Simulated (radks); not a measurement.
Values are calculated unless marked as measured or tabulated.
Eu7+, configuration [Kr] 4d10 4f5 5s2 5p3. Level of theory: Dirac Kohn-Sham, exchange-only PBE, spin-unpolarised, spherical densities, finite nucleus; open shells fill j = l - 1/2 first; Fermi nuclear charge, rms radius 5.1115 fm (a radial shooting solver on a logarithmic mesh with Libxc functionals). Some entries of the table are withheld. Estimate them.

orbital  occ.  eigenvalue (eV)  <r> (bohr)
1s1/2       2        -48418.67     0.02232
2s1/2       2        -8034.264         (1)
2p1/2       2        -7628.051     0.07907
2p3/2       4        -6979.989     0.08580
3s1/2       2              (2)      0.2492
3p1/2       2              (3)         (4)
3p3/2       4              (5)         (6)
3d3/2       4        -1237.798         (7)
3d5/2       6        -1209.059         (8)
4s1/2       2        -449.1167      0.5641
4p1/2       2        -381.1354      0.5764
4p3/2       4        -351.6434      0.6049
4d3/2       4              (9)      0.6400
4d5/2       6             (10)      0.6498
5s1/2       2        -133.7778       1.269
5p1/2       2        -112.7378       1.368
5p3/2       1        -107.2825       1.428
4f5/2       5        -101.3766      0.7835
4f7/2       0        -100.5993      0.7897

Answer. 
(1) 2s1/2 <r> (bohr): 0.09460
(2) 3s1/2 eigenvalue (eV): -1849.453
(3) 3p1/2 eigenvalue (eV): -1673.903
(4) 3p1/2 <r> (bohr): 0.2388
(5) 3p3/2 eigenvalue (eV): -1541.814
(6) 3p3/2 <r> (bohr): 0.2517
(7) 3d3/2 <r> (bohr): 0.2236
(8) 3d5/2 <r> (bohr): 0.2276
(9) 4d3/2 eigenvalue (eV): -239.4382
(10) 4d5/2 eigenvalue (eV): -234.0758
